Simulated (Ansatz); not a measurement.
Cost and result for the atomization energy of CH6SSi2, SMILES `S[SiH]1C[SiH2]1` (10 atoms, 10 bonds).

```csv
atom,x (Å),y (Å),z (Å)
S1,-1.180,2.271,-0.384
Si2,0.351,0.889,0.131
C3,0.275,-0.829,-0.658
Si4,-0.237,-1.014,1.164
H5,-0.677,2.578,-1.594
H6,1.705,1.483,0.240
H7,1.222,-1.277,-0.954
H8,-0.499,-1.001,-1.402
H9,-1.658,-1.346,1.416
H10,0.700,-1.754,2.041
```

The species carries charge 0 and has multiplicity 1. The structure was optimised at the PBE0-D4/def2-TZVP level. It is one conformer, not always the lowest. Program: Ansatz. All runs use 2 threads of an AMD EPYC 7B13 on a shared host. Times are those of one run each, without the atoms' runs, and a repeat can differ threefold. Electronic energies, without spin–orbit coupling; frozen cores. CCSD(T)/CBS adds CCSD(T) − MP2 in def2-TZVPP to the MP2 limit, and its time is that of the two runs behind it. T1 = 0.012. HSE06 is the plane-wave form, built on full-range PBE exchange.

CCSD(T)/CBS is a level of theory with its own doubt, some kJ/mol a heavy atom from the limit and from the frozen cores, so smaller differences don't rank the functionals.

```
                           level  functions  wall time  atomization (kJ/mol)  difference from CCSD(T)/CBS  per bond
          LDA (SPW92)/def2-TZVPP        241      1.9 s                3626.7                        414.5      41.5
            revPBE-D4/def2-TZVPP        241      2.9 s                3176.9                        -35.3      -3.5
              BLYP-D4/def2-TZVPP        241      2.9 s                3168.8                        -43.4      -4.3
                CCSD(T)/def2-SVP         98      3.6 s                2975.3                       -236.9     -23.7
 PBE-D4/def2-TZVPP (with forces)        241      3.7 s                3236.1                         23.9       2.4
             HSE06-D4/def2-TZVPP        241      5.5 s                3212.2                          0.0       0.0
         CAM-B3LYP-D4/def2-TZVPP        241      5.5 s                3201.1                        -11.1      -1.1
               B2PLYP/def2-TZVPP        241      7.5 s                3154.0                        -58.2      -5.8
               B97M-V/def2-TZVPP        241       11 s                3251.8                         39.6       4.0
ωB97M-V/def2-TZVPP (with forces)        241       15 s                3224.7                         12.5       1.3
                  MP2/def2-QZVPP        447       26 s                3187.8                        -24.4      -2.4
              CCSD(T)/def2-TZVPP        241    4.6 min                3119.3                        -92.9      -9.3
               CCSD(T)/CBS(def2)          –      5 min                3212.2                          0.0       0.0
```

The D4 term adds +41.3 kJ/mol with B3LYP and +21.6 kJ/mol with PBE0; it sums over pairs of atoms, weighted by their polarisabilities, and B3LYP, whose exchange is more repulsive, gets the larger term. From r2SCAN to r2SCAN0 (25 % exact exchange), in def2-TZVPP and without D4, the atomization energy moves by −34.3 kJ/mol: exact exchange takes away binding that semilocal exchange gives to molecules. In def2-TZVPP, CCSD(T) changes the Hartree–Fock value by +768.1 kJ/mol (the triples alone add +46.8 kJ/mol) and MP2 by +781.8 kJ/mol; breaking electron pairs costs correlation energy, which Hartree–Fock lacks.

B3LYP here is the variant with VWN-RPA as its local correlation; programs differ in this.
